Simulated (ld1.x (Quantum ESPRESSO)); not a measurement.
## Ge: one change to a TM potential, before and after

Ge, norm-conserving Troullier–Martins (Kleinman–Bylander form), made with ld1.x (Quantum ESPRESSO) 7.5 (PBE, scalar-relativistic). Core [Ar], reference 3d10 4s1.75 4p2.25. Waves: 4s (bound): rc 1.70 bohr; 4p (bound): rc 1.95 bohr; 4f channel at -0.2 Ry: rc 1.85 bohr; 3d (bound): rc 1.25 bohr. Local part: the d channel. Core correction: none.

Change: type PAW; waves now 4s (bound): rcut 1.50, rcutus 1.70 bohr; 4s channel at -0.45 Ry: rcut 1.50, rcutus 1.70 bohr; 4p (bound): rcut 1.70, rcutus 1.95 bohr; 4p channel at 0.1 Ry: rcut 1.70, rcutus 1.95 bohr; 3d (bound): rcut 1.10, rcutus 1.25 bohr; 3d channel at -0.45 Ry: rcut 1.10, rcutus 1.25 bohr; 4f channel at -0.2 Ry: rcut 1.60, rcutus 1.85 bohr; local potential all-electron potential smoothed inside 1.80 bohr (lloc = -2); core correction a·sin(br)/r model core, default radius (ld1.x builds one for every PAW set, though the input has nlcc=.false.); augmentation BESSEL, radius 0.80 bohr.

Cutoffs: the cutoffs (Ry, on a coarse ladder) from which the occupation-weighted sum of valence levels, in a spherical-Bessel basis at the reference potential, stays within 10 and 1 mRy of its value at 400 Ry; they do not see the model core or the augmentation charge, which bear on the density cutoff. Errors are all-electron minus pseudo energies relative to the spin-unpolarised reference configuration.

Question: What does the change do?

Answer: The bound ghost in p, s disappears; of the 7 tests that both files solve, the error grows in 1 and shrinks in 4 by more than 15 % and 0.3 meV (median size 0.5 → 0.1 meV); the range in which the s phases agree widens (upper end 3.0 → at the end of the scan); the range in which the d phases agree widens (upper end 0.7 → at the end of the scan). Several settings change at once here, so the effects cannot be laid on one of them.

```tsv
quantity	base	changed
cutoff, loose	180 Ry	90 Ry
cutoff, tight	over 300 Ry	160 Ry
loose cutoff by channel (10 mRy a level)	s 15 Ry, p 6 Ry, d 160 Ry	s 8 Ry, p 6 Ry, d 55 Ry
bound ghosts	s, p	none
error for 3d10 4s2 4p2, meV [ΔE -1.97 eV]	+0.3	+0.1
error for 3d10 4s2 4p1, meV [ΔE 5.48 eV]	-0.5	-0.1
error for 3d10 4s2 4p0, meV [ΔE 20.92 eV]	+2.9	-0.6
error for 3d10 4s2 4p2.3, meV [ΔE -2.85 eV]	+0.5	+0.1
error for 3d10 4s1 4p3, meV [ΔE 6.00 eV]	+0.3	-0.7
error for 3d10 4s2 4p1.5, meV [ΔE 0.83 eV]	-0.2	0.0
error for 3d9 4s2 4p3, meV [ΔE 27.66 eV]	-405	-248
s: phases at 2.15 bohr within 0.05 rad from the reference energy up to (Ry; the scan ends near 5)	3.0	to the end of the scan
p: phases at 2.15 bohr within 0.05 rad from the reference energy up to (Ry; the scan ends near 5)	to the end of the scan	to the end of the scan
d: phases at 2.15 bohr within 0.05 rad from the reference energy up to (Ry; the scan ends near 5)	0.7	to the end of the scan
f: phases at 2.15 bohr within 0.05 rad from the reference energy up to (Ry; the scan ends near 5)	to the end of the scan	to the end of the scan
```

 A true bound ghost makes a file unfit for plane-wave use even where its test errors are small: the radial tests pick states by their node count and pass the ghost by.
